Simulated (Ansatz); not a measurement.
Consider the ligand exchange at the Si–C bond: `[F][AlH][CH](F)[SiH3]` + `S[SiH2]S` → `[SiH3]S[SiH2]S` + `F[CH2][AlH][F]`.

Isolated molecules relaxed with PBE0-D4/def2-TZVP in Ansatz; ΔE leaves out vibrations. CCSD(T)/CBS adds triple-zeta CCSD(T) − MP2 to the extrapolated MP2 energy (def2 sets, frozen cores). Functionals use def2-TZVPP. B3LYP here is the variant with VWN-RPA as its local correlation; programs differ in this. Each species was taken in one conformer, which may not be the lowest.

(1) Is it downhill or uphill in electronic energy at CCSD(T)/CBS, and by how much? (Estimate.)

(2) What do these levels give: PBE0-D4, B3LYP-D4, B2PLYP, PBE0, B3LYP, SCS-MP2/def2-QZVPP? (Estimate.)

Largest T1 diagnostic among the species: 0.013.

## Answers

(1) Ansatz gave: Downhill: ΔE = -68.0 kJ/mol.

(2) The calculation gave: PBE0-D4 -69.5, B3LYP-D4 -65.8, B2PLYP -64.3, PBE0 -66.2, B3LYP -59.9, SCS-MP2/def2-QZVPP -70.4 kJ/mol.

From PBE to PBE0 (25 % exact exchange), in def2-TZVPP and without D4, ΔE moves by −3.8 kJ/mol. The D4 term adds −5.9 kJ/mol with B3LYP and −3.3 kJ/mol with PBE0; it sums over pairs of atoms, weighted by their polarisabilities, and B3LYP, whose exchange is more repulsive, gets the larger term.
